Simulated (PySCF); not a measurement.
Mg(Me)(Et) (C3H8Mg), SMILES C[CH2][Mg][CH3].

Coordinates come from a B3LYP-D3(BJ)/def2-SVP optimisation. The structure was generated by enumeration; whether it is a known compound was not checked. The values are those of a single conformer.

These are PBE/def2-TZVP (PySCF) values and carry that method's errors.

Isolated molecule, no solvent.

```
Quantity                                                                                                       Result
---------------------------------------------------------------------------------------------  ----------------------
total energy                                                                                       -318.92837 hartree
highest occupied level                                                                                       -4.99 eV
lowest empty level                                                                                           -1.18 eV
orbital gap                                                                                                   3.81 eV
dipole moment                                                                                                  0.19 D
quadrupole, principal values (traceless, Buckingham form, about the centre of nuclear charge)  -11.45, 5.19, 6.27 D·Å
mean static polarisability                                                                      72.0 bohr³ (10.66 Å³)
polarisability, principal values                                                               58.6, 61.6, 95.7 bohr³
```
